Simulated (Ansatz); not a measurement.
C$_{2}$H$_{5}$FSeSi (`CC1(F)[SiH2][Se]1`), relaxed with RKS PBE0-D4/def2-TZVP in Ansatz 0.2.0 from a PBE-D4/def2-SVP geometry. The force threshold is 0.005 eV/Å; the program also tests the step.

Charge 0, multiplicity 1.

Start:

```xyz
10

C     0.173    0.565   -1.285
C    -0.100   -0.474   -0.227
F     0.218   -1.730   -0.689
Si    0.010   -0.211    1.637
Se   -1.992   -0.401    0.608
H    -0.424    0.361   -2.197
H     1.248    0.530   -1.561
H    -0.069    1.581   -0.923
H     0.422    1.131    2.171
H     0.512   -1.352    2.467
```

```
step  energy (eV)  largest force (eV/Å)  largest move (Å)
   1  -78085.6647                 0.627             0.000
   2  -78085.7047                 0.146             0.032
   3  -78085.7083                 0.063             0.019
   4  -78085.7088                 0.017             0.006
   5  -78085.7088                 0.010             0.001
   6  -78085.7088                 0.009             0.004
   7  -78085.7088                 0.002             0.001
```

End:

```xyz
10

C     0.173    0.560   -1.272
C    -0.098   -0.468   -0.220
F     0.214   -1.718   -0.685
Si    0.009   -0.208    1.620
Se   -1.960   -0.404    0.594
H    -0.426    0.367   -2.166
H     1.231    0.524   -1.549
H    -0.061    1.559   -0.905
H     0.417    1.120    2.136
H     0.502   -1.332    2.446
```

It took 38 s on 4 threads of an Arm Neoverse V1 on a shared host, with 0.66 GiB of host memory at the peak.
